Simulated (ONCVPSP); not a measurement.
# Transferability test, ONCV potential for B (Z = 5)

* Element: B (Z = 5)
* Generator: ONCVPSP 4.0.1
* Type: optimised norm-conserving Vanderbilt (ONCV)
* Functional: PBE
* Relativity: scalar-relativistic
* Frozen core: [He]
* Valence charge: 3
* Reference configuration: 2s2 (charge +1)
* Partial waves: 2s: rc 1.20 bohr, ncon 4, nbas 7, qcut 6.4 1/bohr, 3 projectors, debl 3.1 Ha; p scattering state at 0.12 Ha: rc 1.25 bohr, ncon 3, nbas 6, qcut 6.2 1/bohr, 2 projectors, debl 2.3 Ha; d scattering state at 0.03 Ha: rc 1.20 bohr, ncon 4, nbas 8, qcut 8.1 1/bohr, local
* Local potential: the d channel
* Core correction: Teter function fitted to the true core (icmod 2), fcfact 0.7

In the p channel the program set the typed energies aside and used 0.050, 2.350 Ha.

Energies are relative to the spin-unpolarised reference configuration 2s2; without spin polarisation the order of configurations can differ from experiment.

```
valence configuration  charge  ΔE all-electron (eV)  error AE − PS (meV)
              2s2 2p1       0                -8.219                  +13
            2s2 2p0.5    +0.5                -5.332                 +5.9
              2s1 2p2       0                -2.369                  +29
```

What are ΔE and the potential's error for 2s1?

ΔE = 25.422 eV all-electron; the error (AE − PS) is +26 meV.

Note: ghosts flagged at negative energy: s at -128.9 eV; no localised positive-energy state flagged. A true bound ghost makes a file unfit for plane-wave use.
